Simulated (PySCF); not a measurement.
Problem. Write Cartesian coordinates for InChI=1S/C6H10S/c1-3-5-6(7)4-2/h6-7H,4H2,1-2H3/p-1/t6-/m1/s1 as optimised with GFN2-xTB. (Charge -1.)

Solution. 
```xyz
16
C6H9S angstrom
C      3.0015   -0.4962    0.7799
C      1.7443   -0.2166    0.1051
C      0.7044    0.0083   -0.4535
C     -0.4805    0.3941   -1.1859
S     -0.0782    1.8254   -2.2499
C     -1.6340    0.7357   -0.2352
C     -2.0927   -0.4627    0.5905
H      2.8236   -0.9567    1.7566
H      3.6099   -1.1775    0.1800
H      3.5627    0.4292    0.9288
H     -0.7844   -0.4384   -1.8434
H     -2.4634    1.1173   -0.8369
H     -1.3059    1.5425    0.4262
H     -2.9113   -0.1880    1.2578
H     -1.2660   -0.8427    1.1902
H     -2.4375   -1.2648   -0.0626
```

Any rigid rotation of these coordinates is as good. Atoms count from 1 in this order. Of the pairs four or more bonds apart, C3···H15 is among the closest relative to their van der Waals radii: 2.70 Å, 93 % of the sum of Bondi's values. The C–C distances run from 1.202 Å (C2≡C3, drawn triple) to 1.533 Å (C4–C6, drawn single), a spread of 0.331 Å.

Bonds between heavy atoms (Å): C1–C2 1.454, C2≡C3 1.202, C3–C4 1.445, C4–S5 1.828, C4–C6 1.533, C6–C7 1.526.

The geometry is computed with GFN2-xTB (gas phase).

Point group: C1 (no symmetry element, even within 0.4 Å). Not checked by GFN2-xTB frequencies. Torsions: C3–C4–C6–C7 -64°.

One conformer stands for the species.
